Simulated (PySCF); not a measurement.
**Be (beryllium, neutral) across methods**

[He] 2s1 3s1, high-spin 3S determinant (an excited configuration). Computed with PySCF 2.14 in x2c-TZVPPall with one added diffuse shell of s type (6s3p1d, 20 functions), with the spin-free X2C one-electron Hamiltonian (Gaussian nucleus).

| method | E (hartree) | mean ε 1s β (eV) | mean ε 2s α (eV) | mean ε 3s α (eV) | Σ⟨r²⟩ (bohr²) | ⟨S²⟩ |
| --- | --- | --- | --- | --- | --- | --- |
| wB97M-V | -14.4374 | -121.20 | -12.964 | -2.616 | 63.65 | 2.000 |
| r2SCANh | -14.4323 | -117.13 | -10.939 | -1.849 | 67.98 | 2.000 |
| UHF | -14.37948 | -134.86 | -14.202 | -2.721 | 71.13 | 2.000 |
| PW91 | -14.4268 | -112.85 | -10.352 | -1.798 | 65.86 | 2.000 |
| PBE0 | -14.4173 | -118.36 | -11.377 | -2.092 | 67.01 | 2.000 |
| r2SCAN | -14.4320 | -115.11 | -10.564 | -1.741 | 68.07 | 2.000 |
| PBE | -14.4103 | -112.61 | -10.322 | -1.794 | 65.99 | 2.000 |
| BLYP | -14.4364 | -113.07 | -10.166 | -1.591 | 67.03 | 2.000 |
| LDA | -14.2256 | -111.35 | -10.210 | -1.767 | 66.77 | 2.000 |

The outer electron is Rydberg-like, and this basis confines it to a smaller radius and binds it less than a complete one would.
